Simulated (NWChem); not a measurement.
System: CH7FSi2; SMILES FC[SiH2][SiH3]

Input file for NWChem:

```
start job
memory heap 200 mb stack 900 mb global 1100 mb
geometry units angstroms noautoz
  F     -1.121852     1.704914    -0.109391
  C      0.163430     1.651135     0.455905
  Si     1.014898     0.050518    -0.163587
  Si    -0.528963    -1.709797     0.021828
  H      0.058200     1.660629     1.548453
  H      0.704607     2.559774     0.163351
  H      2.236369    -0.192019     0.660008
  H      1.442668     0.234904    -1.578435
  H     -1.604796    -1.575414    -0.995518
  H     -1.151910    -1.691088     1.374663
  H      0.139892    -3.027605    -0.168329
end
basis spherical
  F library def2-svp
  C library def2-svp
  Si library def2-svp
  H library def2-svp
end
dft
  xc b3lyp
  iterations 150
  vectors input atomic output neutral.movecs
end
task dft energy
charge 1
dft
  odft
  mult 2
  vectors input atomic output cation.movecs
end
task dft energy
```

Geometry: optimised at B3LYP/6-31G* (spherical d).

Ions are spin-unrestricted doublets at the neutral geometry; other ion states weren't tried.

Predict the main results of this run. (B3LYP/def2-SVP, vertical spin-unrestricted ions.) Quantities: vertical ionisation energy, ΔSCF (eV); −ε(HOMO) (eV).


```json
{
  "vertical ionisation energy, ΔSCF (eV)": "10.27",
  "−ε(HOMO) (eV)": "8.06"
}
```
